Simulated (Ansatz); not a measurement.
Al(F)(GeH3)(Me) (CH6AlFGe), SMILES [CH3][Al]([F])[GeH3].

The structure is a stationary point at PBE0-D3(BJ)/def2-SVP.

Two levels are set side by side: PBE/def2-SVPD (Ansatz, a program for electronic structure) and PBE0/def2-SVPD (Ansatz). Energy differences of separate SCF runs at the same geometry; the states with an electron removed or added have multiplicity 2 and 2. Differences are taken from unrounded values.

```
quantity                           PBE0
---------------------------------  ----
vertical ionisation energy (eV)    9.59
vertical singlet–triplet gap (eV)  4.26
```

Problem. What does PBE give, and how far is it from PBE0? (The exact figures need the calculation; the answer reports its results.)

Solution. 
| quantity | PBE | PBE minus PBE0 |
|---|---|---|
| vertical ionisation energy (eV) | 9.34 | -0.25 |
| vertical singlet–triplet gap (eV) | 4.04 | -0.22 |
